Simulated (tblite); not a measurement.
Species: C7H9NO2.
Atom-mapped SMILES: `[CH3:1][N:2]([CH3:3])[C:4](=[O:5])[C@H:6]1[CH:7]=[CH:8][C:9]1=[O:10]` (hydrogens: H11, H12, H13 on C1; H14, H15, H16 on C3; H17 on C6; H18 on C7; H19 on C8)

The geometry is computed with GFN2-xTB (gas phase).

Question: Give the optimised bond lengths and angles.

Answer: 
```tsv
bond	length (Å)	order
C1–N2	1.445	single
N2–C3	1.445	single
N2–C4	1.347	single
C4=O5	1.218	double
C4–C6	1.522	single
C6–C7	1.517	single
C7=C8	1.341	double
C8–C9	1.470	single
C9=O10	1.196	double
C6–C9	1.555	single
C1–H11, C1–H12, C1–H13	1.090	single
C3–H14, C3–H15, C3–H16	1.091	single
C6–H17	1.091	single
C7–H18	1.073	single
C8–H19	1.074	single
```

Bonds in one row agree within 0.01 Å and their mean is given. Orders are formal, as drawn. A selection of angles:
```tsv
angle	degrees
N2–C1–H11	111.3
N2–C1–H13	108.5
H11–C1–H12	109.4
H11–C1–H13	108.3
C1–N2–C3	116.7
C1–N2–C4	124.0
C3–N2–C4	119.2
N2–C3–H14	110.4
N2–C3–H16	108.1
H14–C3–H15	109.3
N2–C4–O5	123.4
N2–C4–C6	116.2
O5–C4–C6	120.4
C4–C6–C7	112.7
C4–C6–C9	114.8
C4–C6–H17	111.6
C7–C6–C9	83.0
C7–C6–H17	116.5
C9–C6–H17	115.4
C6–C7–C8	95.5
C6–C7–H18	130.2
C8–C7–H18	134.3
C7–C8–C9	92.7
C7–C8–H19	134.5
C9–C8–H19	132.9
C8–C9–O10	137.8
C6–C9–C8	88.8
C6–C9–O10	133.4
```

Dihedral angles: C1–N2–C4–O5 180° (antiperiplanar); N2–C4–C6–C7 -175° (antiperiplanar); C4–C6–C7–C8 113° (anticlinal); C6–C7–C8–C9 1° (synperiplanar); C7–C8–C9–O10 179° (antiperiplanar); C4–C6–C9–C8 -111° (anticlinal).

The 3 C–N bonds span 1.347 Å (N2–C4, drawn single) to 1.445 Å (C1–N2, drawn single), a spread of 0.098 Å. The C–C distances run from 1.341 Å (C7=C8, drawn double) to 1.555 Å (C6–C9, drawn single), a spread of 0.214 Å. Of the pairs four or more bonds apart, O5···H16 is among the closest relative to their van der Waals radii: 2.24 Å, 82 % of the sum of Bondi's values. The 4-membered ring C6–C7–C8–C9 has internal angles of 83.0° to 95.5° (sum 360°, against 360° for a flat polygon); it is planar, 0.01 Å rms from its mean plane, widest ring torsion 1°. N2 (amide nitrogen) is planar (angles 124.0°, 119.2° and 116.7°, sum 359.9°, 0.02 Å off the plane of its three neighbours). The C–O distances run from 1.196 Å (C9=O10, drawn double) to 1.218 Å (C4=O5, drawn double), a spread of 0.022 Å.

Point group: C1 (no symmetry element, even within 0.4 Å). Its GFN2-xTB frequencies are all real (lowest 66 cm⁻¹). One conformer, not necessarily the lowest.
